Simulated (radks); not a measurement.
Initial-state core-level shifts of the silver ion Ag2+ when its valence configuration changes from [Kr] 4d9. All-electron calculation, Dirac Kohn-Sham, LDA (Slater exchange, Perdew-Wang correlation), spin-unpolarised, spherical densities, finite nucleus; open shells fill j = l - 1/2 first; Fermi nuclear charge, rms radius 4.5454 fm. Program: a radial shooting solver on a logarithmic mesh with Libxc functionals. Shifts are changes of the shell-averaged eigenvalues in eV (positive: less bound); the change of the density at the nucleus, which sets a Mossbauer isomer shift, is in e/bohr^3, on a base of 1.451e+05.

| valence | 1s | 2s | 4s | 4p | density at nucleus |
|---|---|---|---|---|---|
| 4d8 5s1 | -5.404 | -5.748 | -5.001 | -4.788 | +37.25 |
| 4d8.5 5p0.5 | -3.285 | -3.439 | -3.106 | -2.999 | +2.24 |
| 4d8.5 5s0.5 | -2.658 | -2.824 | -2.476 | -2.373 | +17.87 |
| 4d8 5p1 | -6.631 | -6.956 | -6.229 | -6.008 | +4.73 |
| 4d7 5s2 | -11.176 | -11.914 | -10.191 | -9.743 | +81.19 |
| 4d7 5p2 | -13.524 | -14.242 | -12.527 | -12.056 | +10.56 |
| 4d8 5s0.5 5p0.5 | -6.022 | -6.356 | -5.619 | -5.402 | +21.13 |
| 4d7 5s1 5p1 | -12.368 | -13.095 | -11.376 | -10.916 | +46.55 |
| 4d7.5 5s0.5 5p1 | -9.453 | -9.973 | -8.780 | -8.442 | +24.77 |
